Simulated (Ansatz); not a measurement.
`[F][SnH]([Cl])[Cl]` + CH₃SH → `C[S][SnH]([F])[Cl]` + HCl at 700 K and 1 bar (ligand exchange at the Sn–Cl bond).

Computed with Ansatz on PBE0-D4/def2-TZVP structures; ΔE is electronic, products minus reactants. CCSD(T)/CBS is the MP2 limit (def2-TZVPP, def2-QZVPP) plus CCSD(T) − MP2 in def2-TZVPP, frozen cores. This one scheme is used for every species. Elements past krypton have def2 core potentials. For Sn outer-core shells are correlated without core-valence functions, which leaves a few kJ/mol of doubt a bond. One conformer a species, not always the lowest.

```
             species  CCSD(T)/CBS energy (Eh)  H − E (kJ/mol)  S (J/(mol·K))
`[F][SnH]([Cl])[Cl]`              -1234.09211            85.0          422.0
               CH₃SH               -438.22835           160.2          309.0
`C[S][SnH]([F])[Cl]`              -1211.93328           209.6          512.5
                 HCl               -460.38127            38.4          211.8
```

H − E and S are ideal-gas, rigid-rotor, harmonic terms from PBE0-D4/def2-TZVP, for one conformer and one mirror image of each species. 1 Eh = 2625.50 kJ/mol, R = 8.31446 J/(mol·K).

Problem. By hand: ΔE, ΔH, ΔS and ΔG.

Solution. ΔE = (-1211.93328) + (-460.38127) − (-1234.09211) − (-438.22835) = 0.00591 Eh = 15.5 kJ/mol. Δ(H − E) = 209.6 + 38.4 − 85.0 − 160.2 = 2.8, so ΔH = 18.3 kJ/mol. ΔS = 512.5 + 211.8 − 422.0 − 309.0 = -6.7 J/(mol·K). ΔG = 18.3 − 700 × (-6.7)/1000 = 23.0 kJ/mol.

Problem. By hand: the equilibrium constant, and the temperature at which ΔG would vanish if ΔH and ΔS stayed fixed.

Solution. log₁₀ K = −ΔG/(RT ln 10) = -1.7. ΔH and −TΔS have one sign here, so there is no such temperature.

The number of gas molecules stays the same, so ΔS is small and ΔH decides. A doubt of 5 kJ/mol in ΔE shifts log₁₀ K by 0.4 here. Other conformers and mirror images would add mixing entropy, several J/(mol·K) or more a flexible species. Modes under 60 cm⁻¹, often nearly free rotors, make the harmonic entropy too high. These are equilibria of isolated gas molecules and say nothing of rates. Largest T1 diagnostic: 0.013 (customary marks: 0.02 for closed shells, 0.045 for open ones).

ΔS is within the doubt of such terms, so its sign, and with it that verdict, could turn.
